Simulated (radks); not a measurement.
Values are calculated unless marked as measured or tabulated.
Question: Excited configurations of Mg2+: one electron is placed in a higher orbital outside [He] 2s2 2p5. The ground configuration is [Ne]. Code: a radial shooting solver on a logarithmic mesh with Libxc functionals. Model: scalar-relativistic Kohn-Sham, LDA (Slater exchange, Perdew-Wang correlation), spin-polarised, spherical densities, point nucleus; open shells are filled with parallel spins first. Excitation = E - E(ground); binding = E(ion) - E, where the ion is the core of charge +3; n* = 3/sqrt(2 binding) in atomic units, and the quantum defect is n - n*.

| outer orbital | excitation (eV) | binding (eV) | n* | quantum defect | eigenvalue (eV) | <r> (bohr) |
|---|---|---|---|---|---|---|
| 5d | 75.198 | 5.414 | 4.756 | 0.244 | -4.640 | 10.58 |
| 5f | 75.535 | 5.077 | 4.911 | 0.089 | -4.306 | 10.29 |
| 7s | 77.162 | 3.450 | 5.958 | 1.042 | -3.032 | 18.29 |
| 7p | 77.442 | 3.170 | 6.215 | 0.785 | -2.782 | 19.62 |

Estimate the row for 5p.

Answer: excitation (eV) 73.999; binding (eV) 6.613; n* 4.303; quantum defect 0.697; eigenvalue (eV) -5.724; <r> (bohr) 9.169. The Delta-SCF ionisation energy is 80.612 eV (NIST Atomic Spectra Database: 80.144 eV, measured). Self-interaction in the functional shifts the binding energies and quantum defects, so they are the method's values and not measured ones. Open shells are spherical and high-spin; term and fine-structure splittings are not resolved.
